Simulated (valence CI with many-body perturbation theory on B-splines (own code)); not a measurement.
Values are calculated unless marked as measured or tabulated.
Sensitivity of CI+MBPT for Dy³⁵⁺

Method: relativistic CI+MBPT: three valence electrons over a frozen Dirac-Fock core [Ar] 3d10, radial functions for each j: 6 s, 6 p, 5 d, 3 f, 1 g, with the one-electron correlation potential Σ1 (screened to all orders), the two-electron term Σ2, the three-electron term Σ3, Breit, model QED; selected single and double excitations, second order for the rest, scaled by the run's own slope (own B-spline code, finite nucleus).

The last digits are not significant, and no measured levels were compared; by estimate large intervals hold to a few tenths of a per cent, small ones and those within an open d or f shell to about a per cent.

The reference run has the lowest level (4s^2 4p1/2) J=1/2 and an ionisation energy of 1520.73 eV. Its largest variational space holds 2817 state functions.

Levels are named by their leading jj configuration (3d3/2^4 stands for four electrons in 3d with j = 3/2), which in mixed levels can hold well under half, so a name can repeat and another be missing. Letters in brackets count levels of one name in rising energy.

Changed runs:
A. scale of Σ1 1 → 0
B. correlating orbitals by l 3 3 3 2 1 → 4 4 3 0 0
C. core polarisation of operators on → off; screening of Σ1 on → off
D. box radius (bohr) 3.1836 → 0.57 (bad on purpose)

Excitation energies of the reference run in cm⁻¹, and shifts in cm⁻¹:

```
                     Level  Reference      A      B      C
        (4s^2 4p3/2) J=3/2     427742  -1547   +8.5   +100
        (4s 4p1/2^2) J=1/2     620621   +597    -40   -1.4
(4s 4p1/2 4p3/2) J=3/2 [a]     965590   -868   -403    +93
    (4s 4p1/2 4p3/2) J=5/2    1020500   -898    -48    +95
(4s 4p1/2 4p3/2) J=3/2 [b]    1101040   -904   +305    +96
    (4s 4p1/2 4p3/2) J=1/2    1124510   -889   +383    +94
        (4s 4p3/2^2) J=5/2    1412760  -2223   -229   +181
        (4s^2 4d3/2) J=3/2    1482040   -533   +645    +81
        (4s 4p3/2^2) J=1/2    1552830  -2435   +654   +193
        (4s 4p3/2^2) J=3/2    1590210  -2054   +888   +171
        (4s^2 4d5/2) J=5/2    1603580   -865  +1126   +103
     (4p1/2^2 4p3/2) J=3/2    1732150   -234    +71    +89
    Ionisation energy (eV)    1520.73  -1.75  -0.05  +0.09
```

Run D: It gave no result. The program said: "need at least one array to concatenate".
